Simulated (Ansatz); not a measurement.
CH6FInOSi at its PBE0-D4/def2-TZVP geometry, where that method's forces vanish. The species carries charge 0 and has multiplicity 1. In: def2 effective core potential. The bonds changed during the relaxation, so this is another structure than the one it started from.

```xyz
11

C     1.3820    0.0865   -1.5759
In    1.4297    1.9454   -0.2427
Si   -1.3586   -0.2989    1.5703
O    -1.0081    0.5097    0.1929
F    -0.0309   -0.4724    2.4407
H     2.2533    0.1528   -2.2375
H     0.5130   -0.0117   -2.2422
H     1.4928   -0.8512   -1.0157
H    -1.8614   -1.6610    1.2848
H    -2.2998    0.5441    2.3293
H    -0.5121    0.0566   -0.5039
```

Question: What forces (eV/Å) does r2SCAN-D4/def2-TZVPP give on these atoms in Ansatz 0.2.0? (Estimate.)

Answer: The calculation gave: 
```
C1   0.009  0.020 -0.006
In2 -0.044 -0.031  0.014
Si3 -0.061 -0.037  0.050
O4   0.020  0.063 -0.045
F5   0.036 -0.002  0.024
H6  -0.009 -0.012  0.002
H7   0.014 -0.011  0.010
H8  -0.011  0.006 -0.014
H9   0.002  0.033  0.010
H10  0.019 -0.024 -0.024
H11  0.024 -0.004 -0.021
```
